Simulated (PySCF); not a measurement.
# Finite-field polarisability of Ne (neon, neutral)

[Ne], closed-shell 1S. All numbers are calculated (PySCF 2.14, scalar relativity by spin-free X2C-1e, in aug-cc-pCVTZ-DK with one added diffuse shell each of s, p, d, f type (8s7p5d3f, 75 functions)). Frozen: 1s2. Energy changes in a uniform field (μhartree):

| axis | F (au) | HF | MP2 | CCSD | CCSD(T) |
| --- | --- | --- | --- | --- | --- |
| x | 0.0092 | -100.771 | -114.996 | -112.077 | -114.051 |
| x | 0.0184 | -403.289 | -460.310 | -448.608 | -456.530 |

Problem. Derive α along x at CCSD(T) from the two fields.

Solution. With ΔE = −αF²/2 − γF⁴/24, α = −(16 ΔE(F) − ΔE(2F))/(6F²) = 2.694 bohr³.

Problem. And the mean polarisability at each level?

Solution. HF 2.381, MP2 2.717, CCSD 2.648, CCSD(T) 2.694 bohr³. Reference: 2.661 bohr³ (recommended; Schwerdtfeger and Nagle, table of static dipole polarizabilities (2023 update)).

The same two fields give the second hyperpolarisability, to two digits from the fit; its basis error is larger: HF 57, MP2 91, CCSD 84, CCSD(T) 91 au.
